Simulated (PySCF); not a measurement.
CH3ClF2OSi, SMILES OC[Si](F)(F)Cl. Atoms are numbered in the order given.

```xyz
9

O     -2.3642     0.1618     0.1733
C     -1.4574    -0.8583    -0.2025
Si     0.3148    -0.3569     0.1253
F      0.6761    -0.3217     1.6933
F      1.3590    -1.3697    -0.5694
Cl     0.6083     1.5313    -0.6381
H     -2.1490     0.9595    -0.3309
H     -1.5632    -1.1682    -1.2630
H     -1.6935    -1.7501     0.4022
```
Charge 0, spin multiplicity 1.

Coordinates come from a B3LYP-D3(BJ)/def2-SVP optimisation. This is a generated structure with no PubChem entry under its InChIKey; it may be hypothetical. One conformer was computed; it need not be the lowest.

Calculation: B3LYP/def2-TZVP in PySCF.

Isolated molecule, no solvent.

| Quantity | Result |
|---|---|
| total energy | -1064.89972 hartree |
| highest occupied level | -8.11 eV |
| lowest empty level | -0.04 eV |
| orbital gap | 8.07 eV |
| dipole moment | 1.69 D |
| quadrupole, principal values (traceless, Buckingham form, about the centre of nuclear charge) | -7.53, 1.49, 6.04 D·Å |
| mean static polarisability | 49.5 bohr³ (7.34 Å³) |
| polarisability, principal values | 42.6, 49.3, 56.6 bohr³ |
